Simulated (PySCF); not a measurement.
Question: Write a Z-matrix for cis-PtH2(PF3)2 (`[H][Pt]([H])(<-[P](F)(F)F)<-[P](F)(F)F`) as optimised with PBE0-D3(BJ)/def2-SVP. (Singlet state.)

Answer: 
Z-matrix in Å and degrees, rows numbered from 1:
```
Pt
H   1  1.6034
H   1  1.6045  2   77.95
P   1  2.2492  2  164.48  3    -0.99
F   4  1.5770  1  116.33  2   -57.40
F   4  1.5824  1  123.52  2  -178.74
F   4  1.5769  1  116.83  2    59.35
P   1  2.2492  2   87.18  3  -179.52
F   8  1.5819  1  122.87  2  -168.48
F   8  1.5774  1  116.66  2    69.93
F   8  1.5764  1  117.21  2   -47.09
```

P4 (phosphorus bonded to 3 F and Pt) is distorted tetrahedral (angles from 98.3° to 123.5°). Pt1 (platinum bonded to 2 P and 2 H) has angles from 78.0° to 165.1°.

Method used: PBE0-D3(BJ)/def2-SVP geometry optimisation, gas phase, def2 core potentials past Kr (PySCF).

Not checked by PBE0-D3(BJ)/def2-SVP frequencies.
